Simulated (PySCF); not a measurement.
What binds SiI: the parts of the energy along the bond

State: ²Π, doublet, unpaired electrons π ↑. ROHF-based CCSD(T) in PySCF 2.14 with Si cc-pV(T+d)Z, I cc-pVTZ-PP with ECP28 and Si cc-pV(Q+d)Z, I cc-pVQZ-PP with ECP28 (frozen core orbitals: 14; scalar-relativistic core potentials). Correlation energies are extrapolated as n⁻³ (n = 3, 4), Hartree–Fock as (n+1)·exp(−9√n). All energies in eV from Si + I.

```json
{"R (Å)": "2.1649", "HF/CBS": "-1.316", "CCSD corr.": "-1.108", "(T)": "-0.1640", "total": "-2.588"}
{"R (Å)": "2.2633", "HF/CBS": "-1.776", "CCSD corr.": "-1.071", "(T)": "-0.1650", "total": "-3.012"}
{"R (Å)": "2.3618", "HF/CBS": "-2.014", "CCSD corr.": "-1.036", "(T)": "-0.1660", "total": "-3.216"}
{"R (Å)": "2.4602", "HF/CBS": "-2.095", "CCSD corr.": "-1.003", "(T)": "-0.1672", "total": "-3.265"}
{"R (Å)": "2.5586", "HF/CBS": "-2.068", "CCSD corr.": "-0.974", "(T)": "-0.1684", "total": "-3.210"}
{"R (Å)": "2.6816", "HF/CBS": "-1.934", "CCSD corr.": "-0.941", "(T)": "-0.1703", "total": "-3.045"}
{"R (Å)": "2.8046", "HF/CBS": "-1.730", "CCSD corr.": "-0.913", "(T)": "-0.1727", "total": "-2.815"}
```

A fit to the total gives Re = 2.4515 Å, De = 3.266 eV, ωe = 362.7 cm⁻¹, Be = 0.1224 cm⁻¹ (masses 27.9769 and 126.9045 u).

Task: At R = 2.4602 Å the CCSD correlation energy is -0.243529 hartree in the smaller basis and -0.265964 in the larger. Extrapolate it.

Result: (4³·E4 − 3³·E3)/(4³ − 3³) = -0.28234 hartree; the larger basis holds 94.2 % of it.

The T1 diagnostic is 0.025. The state was picked by a PBE0 search and need not be the measured ground state. Spin–orbit coupling, excitations beyond (T) and corrections to the Born–Oppenheimer picture are left out, and spin–orbit coupling matters for open p, d or f shells this heavy.
